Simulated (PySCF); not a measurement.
System (SMILES): P#N (N-P).
Geometry (B3LYP-D3(BJ)/def2-TZVP, fixed):
```xyz
2

N      0.0000     0.0000    -1.0110
P      0.0000     0.0000     0.4718
```
Charge 0, spin multiplicity 1.

Basis-set convergence of the isotropic shielding of N1 at PBE with PySCF. GIAO, no density fitting; atoms are numbered in the order shown. All functions are spherical. No added dispersion term, no relativity. Reference: the value in pcSseg-3, -403.33 ppm, itself unsure by roughly 3.86 ppm (its mean distance from cc-pCVQZ, cc-pV(5+d)Z, pcseg-3). Deviations are taken from unrounded values.

```tsv
basis	functions	isotropic shielding of N1 (ppm)	minus reference (ppm)
STO-3G	14	-196.23	207.11
def2-SVP	32	-345.59	57.74
cc-pV(D+d)Z	37	-348.24	55.09
def2-SVPD	44	-329.51	73.83
def2-TZVP	68	-386.76	16.57
pcSseg-2	79	-408.03	-4.70
def2-TZVPD	80	-378.00	25.33
6-311++G(3df,3pd)	86	-371.49	31.84
jun-cc-pV(T+d)Z	87	-371.25	32.08
aug-pcseg-2	96	-389.58	13.75
cc-pV(Q+d)Z	119	-392.15	11.18
pcseg-3	124	-399.22	4.12
def2-QZVPP	127	-389.74	13.59
def2-QZVPPD	139	-388.64	14.69
pcSseg-3	148	-403.33	0.00
aug-cc-pV(Q+d)Z	169	-388.30	15.03
aug-pcseg-3	174	-395.81	7.52
cc-pCVQZ	193	-400.77	2.56
```
